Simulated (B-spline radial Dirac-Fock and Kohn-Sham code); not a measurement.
# Cs⁺: photoemission with 1000 eV photons

System: cesium as Cs⁺ in the configuration [Kr] 4d10 5s2 5p6.

Input file task.json (cfg lists n, l and occupation; rrms is the nuclear radius in fm):

```json
{"items": [{
  "Z": 55,
  "q": 1,
  "cfg": [[1, 0, 2], [2, 0, 2], [2, 1, 6], [3, 0, 2], [3, 1, 6], [3, 2, 10], [4, 0, 2], [4, 1, 6], [4, 2, 10], [5, 0, 2], [5, 1, 6]],
  "A": 133,
  "rrms": 4.8041,
  "do": ["binding", "quiet", "photo", "scan"],
  "hv": [21.22, 200, 399.0, 400, 1000, 2000, 2670.0, 2984.4, 4000, 5160.0, 14900.0, 29100.0, 29600.0, 39300.0, 41000.0, 59318.2]
}]}
```

Launch: `python xray_run.py task.json out`

These are calculated numbers from a B-spline atomic structure program; the model is the independent-particle Dirac-Slater model, thresholds from Dirac-Fock. The asymmetry parameter β is from the dipole term alone. Kinetic energies are from the vacuum level.

The last column is dσ/dΩ = σ/(4π) · [1 + β P₂(cos θ)] at θ = 90° from the polarisation vector of linearly polarised light.

```
  subshell  electrons  binding (eV)  kinetic (eV)  σ (kb)     β  dσ/dΩ (kb/sr)
M4 (3d3/2)          4         751.8         248.2     604  0.71           31.0
M5 (3d5/2)          6         737.9         262.1       ?     ?              ?
   N1 (4s)          2         252.6         747.4    29.3  1.98            ≈ 0
N2 (4p1/2)          2         196.7         803.3    33.3  1.64          0.474
N3 (4p3/2)          4         182.8         817.2    70.7  1.64           1.02
N4 (4d3/2)          4         89.98         910.0    73.3  1.32           1.98
N5 (4d5/2)          6         87.72         912.3     107  1.33           2.86
   O1 (5s)          2         39.63         960.4    5.03  1.98            ≈ 0
O2 (5p1/2)          2         23.94         976.1    4.52  1.70         0.0540
O3 (5p3/2)          4         22.21         977.8    9.21  1.69          0.112
```

**Question.** What are σ and β for M5 (3d5/2)?

**Answer.** σ = 885 kb, the largest of all subshells and 49 % of the total, and β = 0.77, which gives dσ/dΩ = 43.1 kb/sr.
